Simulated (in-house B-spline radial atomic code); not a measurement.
## How G0W0 and RPA depend on the start: K8+

Configuration [Ne] 3s1, highest spin. Computed with an all-electron radial atomic-structure program (B-spline basis): all electrons, non-relativistic, point nucleus, each spin shell either full or empty, empty states to l = 9 with an (l + 1/2)⁻⁴ tail; G0W0 by contour deformation at full frequency.

```csv
start,mean-field 3s up (eV),G0W0 (eV),QP weight,RPA correlation (Eh)
Hartree-Fock,-174.66,-176.20,0.986,-0.62535
LDA VWN5,-166.93,-176.73,0.973,-0.68222
PBE,-166.88,-176.67,0.974,-0.68122
PBE0,-168.97,-176.53,0.978,-0.66492
r2SCAN,-167.25,-176.60,0.975,-0.67142
HSE06,-168.64,-176.55,0.977,-0.6663
B3LYP (VWN-RPA),-168.88,-176.57,0.977,-0.66846
SCAN,-167.33,-176.59,0.975,-0.67117
TPSS,-166.88,-176.64,0.974,-0.67772
BHandHLYP,-171.20,-176.41,0.981,-0.65084
CAM-B3LYP,-170.84,?,?,?
LC-wPBE,-172.31,?,?,?
wB97X,-171.42,-176.40,0.982,-0.65973
PBEsol,-166.74,-176.69,0.974,-0.68136
BLYP,-167.09,-176.68,0.973,-0.68168
r2SCAN0,-169.26,-176.48,0.979,-0.65842
LDA exchange-only,-165.81,-176.72,0.974,-0.682
```

Question: What G0W0 level, weight and RPA correlation energy follow from the CAM-B3LYP start?

Answer: G0W0 level -176.48 eV, weight 0.980, RPA correlation -0.66259 hartree.

Question: What G0W0 level, weight and RPA correlation energy follow from the LC-wPBE start?

Answer: G0W0 level -176.46 eV, weight 0.982, RPA correlation -0.66404 hartree.

Question: How much of the dependence on the start does G0W0 remove?

Answer: The mean-field levels span 8.85 eV and the G0W0 levels 0.533 eV. Against 175.817 ± 0.0025 eV (NIST, semi-empirical) the G0W0 removal energies are off by +0.38 to +0.92 eV, with relativity, Breit and QED terms left out.
